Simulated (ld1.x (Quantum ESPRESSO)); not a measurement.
# strontium: one change to a TM potential, before and after

- Element: strontium (Sr)
- Generator: ld1.x (Quantum ESPRESSO) 7.5
- Type: norm-conserving Troullier–Martins (Kleinman–Bylander form)
- Functional: LDA (PZ)
- Relativity: scalar-relativistic
- Frozen core: [Kr]
- Valence charge: 2
- Reference configuration: 4d0 5s1 5p0 (charge +1)
- Partial waves: 5p (bound, empty): rc 3.80 bohr; 4d (bound, empty): rc 2.85 bohr; 4f channel at 0.05 Ry: rc 3.00 bohr; 5s (bound): rc 2.75 bohr
- Local potential: the s channel
- Core correction: none

All-electron outer shells of the reference configuration (LDA (PZ), scalar-relativistic, ld1.x):

```csv
shell,level (eV),outermost node (bohr),outermost maximum (bohr)
4p,-29.22,0.61,1.32
5s,-8.59,1.64,3.40
4d,-7.00,0.65,2.01
5p,-5.56,1.92,4.26
```

Change: wave 5p (bound): rc 3.80 bohr becomes 5p (bound): rc 2.84 bohr.

Cutoffs: the cutoffs (Ry, on a coarse ladder) from which the occupation-weighted sum of valence levels, in a spherical-Bessel basis at the reference potential, stays within 10 and 1 mRy of its value at 400 Ry; they do not see the model core or the augmentation charge, which bear on the density cutoff. Errors are all-electron minus pseudo energies relative to the spin-unpolarised reference configuration.

Task: How do hardness, ghosts and transferability respond?

Result: The potential gets neither clearly harder nor softer (8 Ry and 18 Ry → 8 Ry and 18 Ry); a bound ghost appears in p, which as a rule spoils a file; of the 9 tests that both files solve, the error grows in 3 and shrinks in 0 by more than 15 % and 0.3 meV (median size 45.7 → 69.1 meV). That the errors move this way runs against the usual rule that smaller radii transfer better.

```tsv
quantity	base	changed
cutoff, loose	8 Ry	8 Ry
cutoff, tight	18 Ry	18 Ry
bound ghosts	none	p
error for 4d0 5s2 5p0, meV [ΔE -6.06 eV]	+46	+46
error for 4d0 5s1.5 5p0, meV [ΔE -3.65 eV]	+17	+17
error for 4d0 5s1 5p1, meV [ΔE -3.67 eV]	+10	+15
error for 4d1 5s1 5p0, meV [ΔE -3.72 eV]	+278	+278
error for 4d0 5s0 5p1, meV [ΔE 3.04 eV]	+49	+80
error for 4d0 5s0 5p2, meV [ΔE -1.14 eV]	+25	+69
error for 4d1 5s0 5p0, meV [ΔE 1.80 eV]	+395	+395
error for 4d0 5s1 5p0 (spin-polarised), meV [ΔE -0.18 eV]	+84	+84
error for 4d0 5s1.5 5p0 (spin-polarised), meV [ΔE -3.68 eV]	+27	+27
```

Base: The cutoffs count occupied waves only; the empty 4d level needs 15 Ry at the loose tolerance. Changed file: The cutoffs count occupied waves only; the empty 5p level needs 21 Ry at the loose tolerance. A true bound ghost makes a file unfit for plane-wave use even where its test errors are small: the radial tests pick states by their node count and pass the ghost by.
